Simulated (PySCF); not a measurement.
Simulation results for CH4AlB2, C2H7B2, CH5BNSi, CH7BNSi

Computed with PySCF 2.14.0. Calculation on a computer-drawn molecule: optimised geometry and harmonic frequencies of an isolated molecule of the commonest isotopes, restricted reference for singlets and unrestricted otherwise, frozen core in MP2.

Common to all runs: charge 1; multiplicity 1; method HF.

```yaml
- entry: 1
  formula: CH4AlB2
  start_structure:
    atoms_angstrom:
      - [B, -3.2054, -1.0028, 1.6571]
      - [C, -2.0022, -0.5414, 1.9988]
      - [B, -1.279, 0.7957, 1.9357]
      - [Al, 0.4173, 1.9458, 2.2809]
      - [H, -4.2694, -1.3467, 1.3906]
      - [H, -1.2165, -1.2909, 2.3589]
      - [H, 0.8627, 3.3857, 2.1783]
      - [H, 1.3479, 0.8066, 2.7953]
  given:
    basis: "cc-pV(D+d)Z"
    drawn_bonds_atom: [1, 2, 3, 1, 2, 4, 4]
    drawn_bonds_other_atom: [2, 3, 4, 5, 6, 7, 8]
    drawn_bonds_order: [1, 2, 1, 1, 1, 1, 1]
  results:
    optimised_atom_element: [B, C, B, Al, H, H, H, H]
    "optimised_atom_x [angstrom]": [-3.188, -1.861, -0.9128, 0.5453, -4.284, -1.539, -0.04529, 1.94]
    "optimised_atom_y [angstrom]": [-0.693, -0.8672, 0.2103, 1.861, -0.532, -1.872, 3.236, 1.409]
    "optimised_atom_z [angstrom]": [1.618, 2.075, 2.181, 2.345, 1.236, 2.364, 1.905, 2.872]
    "modes_frequency [cm^-1]": [104.3, 109.4, 231.4, 290.3, 399.1, 501.3, 532.1, 612.3, 776.4, 799.4, 819.1, 1018, 1248, 1608, 2074, 2103, 2980, 3246]
    "modes_reduced_mass [dalton]": [1.216, 2.924, 2.869, 2.067, 4.866, 1.48, 1.628, 1.231, 1.063, 1.391, 1.356, 1.275, 6.349, 8.342, 1.019, 1.066, 1.126, 1.086]
    "rotational_constants [GHz]": [32.26, 2.108, 1.979]
    "total_energy [hartree]": -331.1617
    "convergence_status_largest_gradient_component [hartree/bohr]": 3.275e-05
- entry: 2
  formula: C2H7B2
  start_structure:
    atoms_angstrom:
      - [B, -1.5236, 0.5898, -2.8016]
      - [C, -0.2762, -0.0259, -3.024]
      - [B, 0.5415, -0.3178, -1.5595]
      - [C, 1.7366, 0.6062, -1.1767]
      - [H, -2.605, 0.9659, -2.583]
      - [H, -0.1955, -0.9999, -3.4718]
      - [H, 0.4002, 0.6967, -3.5876]
      - [H, 0.2753, -1.222, -0.9932]
      - [H, 1.7334, 0.8022, -0.1459]
      - [H, 2.6437, 0.0435, -1.2687]
      - [H, 1.9328, 1.4971, -1.6654]
  given:
    basis: cc-pVDZ
    drawn_bonds_atom: [1, 2, 3, 1, 2, 2, 3, 4, 4, 4]
    drawn_bonds_other_atom: [2, 3, 4, 5, 6, 7, 8, 9, 10, 11]
    drawn_bonds_order: [1, 1, 1, 1, 1, 1, 1, 1, 1, 1]
  results:
    optimised_atom_element: [B, C, B, C, H, H, H, H, H, H, H]
    "optimised_atom_x [angstrom]": [-1.661, -0.208, 0.5031, 1.901, -2.828, -0.02781, 0.2434, -0.08159, 1.985, 2.623, 2.214]
    "optimised_atom_y [angstrom]": [0.3329, 0.2065, -0.08545, 0.5029, 0.4218, -0.7386, 1.034, -0.8333, 0.7591, -0.3128, 1.349]
    "optimised_atom_z [angstrom]": [-2.883, -2.956, -1.493, -1.163, -2.788, -3.507, -3.515, -0.7666, -0.1044, -1.326, -1.775]
    "modes_frequency [cm^-1]": [47.37, 77.61, 186.1, 335.1, 484.2, 633.5, 700.1, 730.7, 836.7, 979.1, 987.2, 1048, 1061, 1131, 1236, 1283, 1439, 1446, 1527, 1559, 2747, 2965, 3083, 3141, 3217, 3229, 3283]
    "modes_reduced_mass [dalton]": [1.285, 1.7, 2.412, 2.151, 1.261, 1.181, 1.487, 1.47, 1.233, 1.6, 1.905, 1.667, 1.617, 1.512, 2.005, 1.644, 1.287, 1.337, 1.052, 1.084, 1.095, 1.116, 1.067, 1.052, 1.089, 1.08, 1.104]
    "rotational_constants [GHz]": [26.34, 3.8, 3.599]
    "total_energy [hartree]": -128.8887
    "convergence_status_largest_gradient_component [hartree/bohr]": 3.154e-05
- entry: 3
  formula: CH5BNSi
  start_structure:
    atoms_angstrom:
      - [B, -2.9909, -0.8427, 0.7023]
      - ["N", -1.7213, -0.8715, 0.9489]
      - [Si, -0.0913, -0.9283, 1.1825]
      - [C, 1.0162, 0.6146, 1.0345]
      - [H, -4.0744, -0.7398, 0.5935]
      - [H, 0.357, -2.2216, 1.5309]
      - [H, 1.766, 0.4527, 0.3088]
      - [H, 1.5041, 0.7843, 1.9628]
      - [H, 0.3902, 1.4852, 0.7505]
  given:
    basis: "cc-pV(D+d)Z"
    drawn_bonds_atom: [1, 2, 3, 1, 3, 4, 4, 4]
    drawn_bonds_other_atom: [2, 3, 4, 5, 6, 7, 8, 9]
    drawn_bonds_order: [1, 2, 1, 1, 1, 1, 1, 1]
  results:
    optimised_atom_element: [B, "N", Si, C, H, H, H, H, H]
    "optimised_atom_x [angstrom]": [-2.974, -1.719, -0.1201, 0.9775, -4.13, 0.4508, 1.753, 1.487, 0.4311]
    "optimised_atom_y [angstrom]": [-0.8108, -0.8074, -0.8676, 0.5862, -0.8085, -2.165, 0.3797, 0.7384, 1.488]
    "optimised_atom_z [angstrom]": [0.7402, 0.9237, 1.173, 1.037, 0.5699, 1.524, 0.2913, 1.994, 0.7621]
    "modes_frequency [cm^-1]": [68.18, 125.7, 180.3, 300.5, 534.2, 690.7, 827.9, 835.6, 841.5, 846.3, 906.0, 1012, 1398, 1517, 1523, 1894, 2445, 3015, 3165, 3243, 3304]
    "modes_reduced_mass [dalton]": [1.082, 3.132, 3.55, 3.63, 1.139, 2.552, 1.369, 1.51, 1.365, 1.376, 2.904, 1.593, 1.232, 1.046, 1.049, 6.012, 1.044, 1.171, 1.037, 1.099, 1.103]
    "rotational_constants [GHz]": [22.81, 3.314, 2.947]
    "total_energy [hartree]": -408.6529
    "convergence_status_largest_gradient_component [hartree/bohr]": 2.455e-05
- entry: 4
  formula: CH7BNSi
  start_structure:
    atoms_angstrom:
      - [B, -2.7962, -0.7911, 2.6961]
      - ["N", -1.9624, -0.3408, 1.8677]
      - [Si, -0.0595, -0.9898, 1.7292]
      - [C, 0.0835, -1.516, 0.0771]
      - [H, -3.4696, -1.1628, 3.5288]
      - [H, -2.1144, 0.2685, 1.0951]
      - [H, 0.5365, 0.3824, 2.1171]
      - [H, -0.0078, -1.9188, 2.9091]
      - [H, 1.0314, -1.9043, -0.1225]
      - [H, -0.6539, -2.3689, -0.171]
      - [H, -0.0873, -0.7636, -0.6542]
  given:
    basis: "cc-pV(D+d)Z"
    drawn_bonds_atom: [1, 2, 3, 1, 2, 3, 3, 4, 4, 4]
    drawn_bonds_other_atom: [2, 3, 4, 5, 6, 7, 8, 9, 10, 11]
    drawn_bonds_order: [1, 1, 1, 1, 1, 1, 1, 1, 1, 1]
  results:
    optimised_atom_element: [B, "N", Si, C, H, H, H, H, H, H, H]
    "optimised_atom_x [angstrom]": [-2.796, -1.931, -0.1357, 0.09908, -3.544, -2.225, 0.6098, -0.07586, 1.135, -0.5539, -0.08162]
    "optimised_atom_y [angstrom]": [-0.7757, -0.3443, -0.9039, -1.567, -1.191, 0.3738, 0.3195, -1.898, -1.901, -2.42, -0.7982]
    "optimised_atom_z [angstrom]": [2.752, 1.881, 1.739, 0.0278, 3.549, 1.228, 2.051, 2.82, -0.08011, -0.1673, -0.7273]
    "modes_frequency [cm^-1]": [95.51, 159.2, 192.0, 233.1, 523.3, 532.9, 553.4, 718.6, 735.7, 810.7, 829.4, 875.5, 953.7, 983.1, 1028, 1157, 1409, 1541, 1541, 1647, 2375, 2401, 3003, 3176, 3263, 3278, 3693]
    "modes_reduced_mass [dalton]": [2.4, 1.216, 1.924, 2.621, 1.226, 1.213, 3.984, 1.171, 2.069, 1.494, 1.404, 1.495, 1.288, 1.189, 1.068, 1.164, 1.24, 1.049, 1.046, 5.527, 1.037, 1.047, 1.15, 1.036, 1.101, 1.103, 1.076]
    "rotational_constants [GHz]": [13.88, 3.28, 2.983]
    "total_energy [hartree]": -409.8165
    "convergence_status_largest_gradient_component [hartree/bohr]": 3.012e-05
```
